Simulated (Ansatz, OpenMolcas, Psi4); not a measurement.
**How methods differ on Ge2H6 (digermane)**

Ge2H6: 8 atoms, total charge 0, spin state singlet. SMILES: `[GeH3][GeH3]`. The shape is that of a PBE0-D4/def2-TZVP optimisation.

```xyz
8

Ge   -0.5692    0.2819   -1.0299
Ge    0.5692   -0.2819    1.0299
H    -0.3605   -0.8252   -2.0758
H    -2.0775    0.4423   -0.7801
H    -0.0232    1.6020   -1.5979
H     0.3674    0.8291    2.0731
H     2.0763   -0.4505    0.7785
H     0.0175   -1.5977    1.6022
```

Each level gives the HOMO–LUMO gap (eV). The values are calculated.

| level | kind | program | value (eV) | CPU time |
| --- | --- | --- | --- | --- |
| HF/6-31G* (spherical functions) | Hartree–Fock | OpenMolcas | 13.89 | 18 s |
| M06-L/6-31G* (spherical functions) | meta-GGA | Psi4 | 7.40 | 28 s |
| TPSS/6-31G* (spherical functions) | meta-GGA | OpenMolcas | 6.96 | 59 s |
| r2SCAN/6-31G* (spherical functions) | meta-GGA | OpenMolcas | 7.33 | 54 s |
| B3LYP/6-31G* (spherical functions) | global hybrid | OpenMolcas | 8.02 | 48 s |
| PBE0/6-31G* (spherical functions) | global hybrid | Ansatz | 8.54 | 3.9 s |
| CAM-B3LYP/6-31G* (spherical functions) | range-separated hybrid | Ansatz | 10.62 | 4.5 s |
| HSE06/6-31G* (spherical functions) | range-separated hybrid | Ansatz | 7.79 | 4.9 s |

All-electron rows without a relativistic Hamiltonian named are non-relativistic. The values span 6.96 to 13.89 eV. Orbital gaps aren't excitation energies; they tend to grow with the share of exact exchange. CPU times are rough (shared hosts, several kinds of processor): they show what a rung costs within a factor of a few.
